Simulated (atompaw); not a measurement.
## samarium PAW (atompaw): all-electron and pseudo phase curves

Sm (Z = 62), PAW, made with atompaw 4.2.0.5 (PBEsol, scalar-relativistic). Core [Kr] 4d10 4f6, reference 5s2 5p6 5d0 6s2 6p0. Waves: 5s (bound): rc 2.00 bohr; 6s (bound): rc 3.00 bohr; 5p (bound): rc 2.55 bohr; 6p (bound, empty): rc 3.00 bohr; 5d (bound, empty): rc 3.00 bohr; 5d channel at 0.85 Ry: rc 2.65 bohr. Local part: troulliermartins scheme with l = 3 at 0 Ry, radius 2.75 bohr. Core correction: smooth core density matched at 2.10 bohr. Augmentation charge: sinc compensation charge, radius 2.35 bohr; PAW radius 3.00 bohr; waves and projectors: custom polynom vanderbiltortho.

The phase is arctan(r·u′/u) with u = r·R(r), unwrapped; energies in Ry, scanned from -5 to 5 Ry. A pole is an energy at which the radial function vanishes at the test radius. The pseudo phase is shifted by a multiple of π to meet the all-electron one at the reference energy, and phase errors are pseudo minus all-electron; the curves can meet again beyond the range given. Levels narrower than the energy grid can be missing from the lists of poles.

| channel | radius (bohr) | reference energy (Ry) | poles, all-electron | poles, pseudo | unbroken range about the reference energy with phases within 0.05 rad | phase error 1 Ry above the reference energy (rad) |
| --- | --- | --- | --- | --- | --- | --- |
| s | 3.00 | -0.26 | -3.13, 2.48 | -3.13, 2.68 | below 3.9 | +0.008 |
| p | 3.00 | -0.09 | -1.54, 3.73 | -1.54, 1.76, 4.79 | below 1.6 | +0.033 |
| d | 3.00 | -0.12 | 0.67 | 0.67 | below 2.6 | +0.000 |

Note: ghost states, extra bound levels that the all-electron valence spectrum of the same l lacks: d at -254.1 eV, s at -246.8 eV, p at -238.7 eV. A true bound ghost makes a file unfit for plane-wave use.

Phases in the s channel:

| E (Ry) | all-electron | pseudo |
| --- | --- | --- |
| -5.00 | 1.402 | 1.402 |
| -4.76 | 1.396 | 1.396 |
| -4.52 | 1.389 | 1.389 |
| -4.28 | 1.380 | 1.380 |
| -4.04 | 1.368 | 1.368 |
| -3.80 | 1.351 | 1.351 |
| -3.56 | 1.317 | 1.317 |
| -3.32 | 1.144 | 1.144 |
| -3.08 | -1.640 | -1.640 |
| -2.84 | -1.735 | -1.735 |
| -2.60 | -1.768 | -1.767 |
| -2.36 | -1.791 | -1.790 |
| -2.12 | -1.812 | -1.812 |
| -1.88 | -1.836 | -1.836 |
| -1.64 | -1.864 | -1.863 |
| -1.40 | -1.898 | -1.897 |
| -1.16 | -1.942 | -1.942 |
| -0.92 | -2.003 | -2.003 |
| -0.68 | -2.093 | -2.093 |
| -0.44 | -2.239 | -2.239 |
| -0.20 | -2.501 | -2.501 |
| 0.04 | -2.984 | -2.983 |
| 0.28 | -3.618 | -3.613 |
| 0.52 | -4.061 | -4.053 |
| 0.76 | -4.298 | -4.291 |
| 1.00 | -4.434 | -4.425 |
| 1.24 | -4.519 | -4.510 |
| 1.48 | -4.578 | -4.568 |
| 1.72 | -4.622 | -4.611 |
| 1.96 | -4.656 | -4.644 |
| 2.20 | -4.684 | -4.671 |
| 2.44 | -4.709 | -4.693 |
| 2.68 | -4.731 | -4.712 |
| 2.92 | -4.751 | -4.729 |
| 3.16 | -4.771 | -4.745 |
| 3.40 | -4.791 | -4.760 |
| 3.64 | -4.811 | -4.773 |
| 3.88 | -4.834 | -4.787 |
| 4.12 | -4.859 | -4.801 |
| 4.36 | -4.889 | -4.814 |
| 4.60 | -4.926 | -4.828 |
| 4.84 | -4.975 | -4.843 |
